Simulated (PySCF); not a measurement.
**PbI: everyday levels beside a composite calculation**

PySCF; the state is a doublet (π ↑). The composite is CCSD(T) extrapolated to the basis-set limit from two correlation-consistent sets, with core-valence (CV) and scalar-relativistic (SR) terms as its label shows; it has no spin–orbit coupling and nothing beyond (T). Here it is CCSD(T)/CBS(DT). It gives Re = 2.803 Å, ωe = 168 cm⁻¹ and De = 2.88 eV to Pb + I.

```tsv
level	basis	relativity	Re (Å)	ωe (cm⁻¹)	De (eV)
UHF-MP2	cc-pVDZ-PP	scalar-relativistic core potentials	2.838	168	2.59
UHF-MP2	def2-SVP	scalar-relativistic core potentials	2.835	168	2.60
UHF-SCS-MP2	def2-TZVPP	scalar-relativistic core potentials	2.804	167	2.85
UHF-CCSD	def2-TZVPP	scalar-relativistic core potentials	2.807	166	2.68
UHF-CCSD(T)	def2-TZVPP	scalar-relativistic core potentials	2.807	166	2.83
PBE	def2-TZVPP	scalar-relativistic core potentials	2.819	161	3.16
TPSS	def2-TZVPP	scalar-relativistic core potentials	2.819	161	3.14
PBE0	def2-SVP	scalar-relativistic core potentials	2.823	167	2.95
PBE0	cc-pVTZ-PP	scalar-relativistic core potentials	2.804	167	2.99
MN15	cc-pVDZ-PP	scalar-relativistic core potentials	2.813	168	2.85
```

Question: Give the difference of each row from the composite.

Answer: 

| level | basis | ΔRe (pm) | Δωe (%) | ΔDe (eV) |
| --- | --- | --- | --- | --- |
| UHF-MP2 | cc-pVDZ-PP | +3.5 | +0.0 | -0.29 |
| UHF-MP2 | def2-SVP | +3.2 | +0.0 | -0.28 |
| UHF-SCS-MP2 | def2-TZVPP | +0.1 | -0.6 | -0.03 |
| UHF-CCSD | def2-TZVPP | +0.4 | -1.2 | -0.20 |
| UHF-CCSD(T) | def2-TZVPP | +0.4 | -1.2 | -0.05 |
| PBE | def2-TZVPP | +1.6 | -4.2 | +0.28 |
| TPSS | def2-TZVPP | +1.6 | -4.2 | +0.26 |
| PBE0 | def2-SVP | +2.0 | -0.6 | +0.07 |
| PBE0 | cc-pVTZ-PP | +0.1 | -0.6 | +0.11 |
| MN15 | cc-pVDZ-PP | +1.0 | +0.0 | -0.03 |

Question: Which rows come closest in De?

Answer: UHF-SCS-MP2 in def2-TZVPP (-0.03 eV); MN15 in cc-pVDZ-PP (-0.03 eV), counted from the composite.

Correlated steps freeze the inner cores (8 to 13 orbitals); shallow outer-core shells are correlated. Correlated levels converge slowly with the basis: in double zeta they bind strong bonds too weakly, by up to about 1 eV, and carry superposition errors of some tenths. Spin–orbit coupling is left out, which matters for elements this heavy, above all for dissociation energies. The state is the lowest determinant that a PBE0 search found; another state may lie lower at other levels.
